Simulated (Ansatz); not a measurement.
Consider the formal exchange of groups at a B–B bond: `OBBS` + `CC(C)CO` → `OBCO` + `CC(C)BS`.

Computed with Ansatz on PBE0-D4/def2-TZVP structures; ΔE is electronic, products minus reactants. CCSD(T)/CBS adds triple-zeta CCSD(T) − MP2 to the extrapolated MP2 energy (def2 sets, frozen cores). Functionals use def2-TZVPP. Each species was taken in one conformer, which may not be the lowest.

```csv
level,ΔE (kcal/mol)
PBE-D4,-11.3
HF/def2-TZVPP,-10.8
```

(1) What does CCSD(T)/CBS give? (Best estimate.)

Largest T1 diagnostic among the species: 0.016.

Results:

(1) Computed: -11.2 kcal/mol. The listed levels differ from it by -0.1, 0.4 kcal/mol.
